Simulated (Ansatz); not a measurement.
Relaxation of CH6GeO2 (10 atoms, charge 0, multiplicity 1), to a largest force component of 0.03 eV/Å in at most 50 steps.

The calculation used Ansatz, RKS B3LYP-D4/def2-SVP.

```xyz
10
Properties=species:S:1:pos:R:3:forces:R:3
Ge 0.097 -0.032 0.264 0.79 0.00 0.44
H 0.260 -0.203 1.780 -1.32 -0.14 0.68
C 2.031 0.028 0.225 0.55 0.17 -1.12
H 2.368 -0.907 0.698 -0.02 0.00 0.00
H 2.556 0.158 -0.734 0.00 -0.01 0.00
H 2.298 0.865 0.889 0.00 0.01 0.01
O -0.682 1.468 -0.283 0.01 -0.03 -0.02
H -1.558 1.296 -0.654 0.00 0.01 0.00
O -0.738 -1.368 -0.576 -0.02 0.00 0.02
H -1.129 -2.001 0.041 0.00 -0.02 -0.01
```

Where does it end, and by what steps?

The forces met the threshold. The force dipped under the threshold on the way, but the program's further checks kept it going. After 12 steps the energy has fallen by 0.494 eV; H2 moved furthest, 0.65 Å.

```
step  energy less start (eV)  largest force component (eV/Å)  accepted
   0                  0.0000                           1.318       yes
   1                 -0.2714                           0.626       yes
   2                 -0.4010                           0.346       yes
   3                 -0.4562                           0.668       yes
   4                 -0.4209                           1.507        no
   5                 -0.4862                           0.197       yes
   6                 -0.4889                           0.341       yes
   7                 -0.4862                           0.169        no
   8                 -0.4928                           0.040       yes
   9                 -0.4935                           0.054       yes
  10                 -0.4944                           0.006       yes
  11                 -0.4778                           1.144        no
  12                 -0.4944                           0.016       yes
```

```xyz
10
Properties=species:S:1:pos:R:3
Ge 0.146 -0.092 0.430
H -0.379 -0.210 1.885
C 2.065 0.041 0.214
H 2.568 -0.792 0.727
H 2.302 -0.001 -0.859
H 2.428 0.994 0.624
O -0.519 1.385 -0.327
H -1.483 1.402 -0.372
O -0.385 -1.540 -0.479
H -1.241 -1.884 -0.195
```

Whether the end is a true minimum wasn't checked by a vibrational analysis.

Run time: 39 s on 2 threads of Arm Neoverse V1 (shared host), peak memory 0.23 GiB.
